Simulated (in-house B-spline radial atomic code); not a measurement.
Successive ionisation energies of zirconium; each step leads to the configuration of the next row (after the last: [He] 2s2 2p6). Dirac energy differences include first-order Breit, QED and recoil terms. NIST's values go from ground level to ground level; the uncertainty of those that are theory runs from under 0.1 % in few-electron ions to several per cent in heavy many-electron ones. Computed with an all-electron radial atomic-structure program (B-spline basis): Dirac-Hartree-Fock, jj configuration that fills j = l - 1/2 first, finite nuclei.

A number in brackets counts the electrons of a j subshell.

```
  ion               configuration  ionisation energy (eV)  tabulated value (eV)    tabulated kind  computed minus tabulated (eV)  highest orbital  largest mean radius (bohr)
Zr19+               [Ar] 3d3/2(3)                   801.6                   803  tabulated theory                           -1.4            3d3/2                     0.42323
Zr20+               [Ar] 3d3/2(2)                       ?                     ?  tabulated theory                              ?                ?                           ?
Zr21+               [Ar] 3d3/2(1)                       ?                     ?  tabulated theory                              ?                ?                           ?
Zr22+                [Ne] 3s2 3p6                  1091.2                  1092    semi-empirical                           -0.8            3p3/2                     0.41076
Zr23+  [Ne] 3s2 3p1/2(2) 3p3/2(3)                  1148.0                1144.7    semi-empirical                            3.3            3p3/2                     0.40755
Zr24+  [Ne] 3s2 3p1/2(2) 3p3/2(2)                  1205.7                1205.4    semi-empirical                            0.3            3p3/2                      0.4044
Zr25+  [Ne] 3s2 3p1/2(2) 3p3/2(1)                  1264.3                  1277    semi-empirical                          -12.7            3p3/2                     0.40129
Zr26+           [Ne] 3s2 3p1/2(2)                  1339.7                  1344    semi-empirical                           -4.3            3p1/2                     0.39823
Zr27+           [Ne] 3s2 3p1/2(1)                  1403.2                  1392    semi-empirical                           11.2            3p1/2                     0.39518
Zr28+                    [Ne] 3s2                       ?                     ?    semi-empirical                              ?                ?                           ?
Zr29+                    [Ne] 3s1                  1581.6               1582.37    semi-empirical                           -0.8            3s1/2                     0.38886
```

Problem. Fill in the row of Zr20+.

Solution. ionisation energy (eV): 861.0; tabulated value (eV): 863; computed minus tabulated (eV): -2.0; highest orbital: 3d3/2; largest mean radius (bohr): 0.41903.

Problem. Fill in the row of Zr21+.

Solution. ionisation energy (eV): 922.0; tabulated value (eV): 922; computed minus tabulated (eV): 0.0; highest orbital: 3d3/2; largest mean radius (bohr): 0.41487.

Problem. Fill in the row of Zr28+.

Solution. ionisation energy (eV): 1519.2; tabulated value (eV): 1525.1; computed minus tabulated (eV): -5.9; highest orbital: 3s1/2; largest mean radius (bohr): 0.39218.

Problem. How far is this level of theory from the measured and semi-empirical values?

Solution. Over those 8 rows the differences run from -12.7 to +11.2 eV (mean absolute value 4.9 eV). The calculation leaves out correlation and, in open shells, the multiplet splittings that an average leaves out.
